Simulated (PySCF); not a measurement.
Compound: C₇H₈FS (doublet state).
SMILES with atom numbers: `[F:1][CH2:2][C:3]1=[CH:4][CH:5]=[C:6]([SH:7])[CH2:8][CH:9]1` (hydrogens: H10, H11 on C2; H12 on C4; H13 on C5; H14 on S7; H15, H16 on C8; H17 on C9)

Geometry (GFN2-xTB, Å), atoms numbered from 1 in this order:
```xyz
17
C7H8FS angstrom
F      3.0050    1.4573    0.3243
C      2.5799    0.1769    0.0493
C      1.0782    0.0912    0.0701
C      0.3984    0.5712    1.2134
C     -0.9907    0.5156    1.2731
C     -1.7231   -0.0139    0.2481
S     -3.4736   -0.0653    0.3792
C     -1.0929   -0.5591   -0.9909
C      0.3958   -0.4318   -0.9763
H      3.0193   -0.4639    0.8236
H      2.9883   -0.0885   -0.9308
H      0.9604    0.9972    2.0271
H     -1.5041    0.8951    2.1446
H     -3.6982   -0.6187   -0.8133
H     -1.4935   -0.0416   -1.8778
H     -1.3680   -1.6195   -1.1189
H      0.9118   -0.7901   -1.8546
```

The hyperfine couplings belong to this conformer and change with its torsions.

Computed with UKS B3LYP, pcH-1 on C F H S, non-relativistic, mean-field spin-orbit, GIAO in PySCF 2.14.0. Isolated species at its GFN2-xTB geometry (one conformer only). The geometry wasn't refined by DFT: couplings that depend on bond lengths, twists or pyramidal angles can differ widely from those at the functional's own minimum. No stability test was run, so a lower SCF solution isn't excluded. ⟨S²⟩ is 0.783 where a pure state has 0.75.

Largest spin populations (Mulliken): C4 (+0.54), C6 (+0.41), C9 (+0.38) and C5 (-0.20). Three atoms exceed +0.15. The angles at C4 add up to 360.0°, so it is planar.

Task: Test a(H) = Q·ρ(C) for the protons on planar carbons with a spin population beyond ±0.08.

Result: 
```tsv
H	C	ρ(C)	a(H) (G)	a/ρ (G)
H12	C4	+0.540	-12.51	-23.2
H13	C5	-0.203	+3.45	-17.0
H17	C9	+0.381	-8.66	-22.8
```

A least-squares line through the origin gives Q = -22.5 G with Mulliken populations. In every row coupling and population have opposite signs. Where ρ is negative the coupling is positive.

Task: Leave H17 and its like out of the fit. How well does the relation then predict its coupling?

Result: The other protons give Q = -22.4 G, so a = -22.4 × 0.381 ≈ -8.52 G, against the computed -8.66 G.

Couplings in gauss use g_iso = 2.0035.

The run took 2.1 min (grids of density and orbitals included) on one thread of an Arm Neoverse V1, no GPU, shared host with 32 logical CPUs at a one-minute load of 21, and the process peaked at 1.1 GiB of memory.

The SMILES draws the unpaired electron on C9; the largest computed Mulliken spin population is on C4 (0.54 against 0.38).
